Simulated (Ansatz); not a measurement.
dihydroxy(hydroxysilyl)silane (H₆O₃Si₂), SMILES O[SiH2][SiH](O)O.

Coordinates come from a ωB97X-D3(BJ)/def2-SVP optimisation. Other conformers were not sampled.

Two levels are set side by side: PBE/def2-SVPD (Ansatz, an electronic-structure program) and CAM-B3LYP/def2-SVPD (Ansatz). Energy differences of separate SCF runs at the same geometry; the states with an electron removed or added have multiplicity 2 and 2. Differences are taken from unrounded values.

```tsv
quantity	CAM-B3LYP
vertical ionisation energy (eV)	10.25
vertical singlet–triplet gap (eV)	5.77
```

What does PBE give, and how far is it from CAM-B3LYP? (The exact figures need the calculation; the answer reports its results.)


```
quantity                            PBE  PBE minus CAM-B3LYP
---------------------------------  ----  -------------------
vertical ionisation energy (eV)    9.70                -0.54
vertical singlet–triplet gap (eV)  5.07                -0.70
```
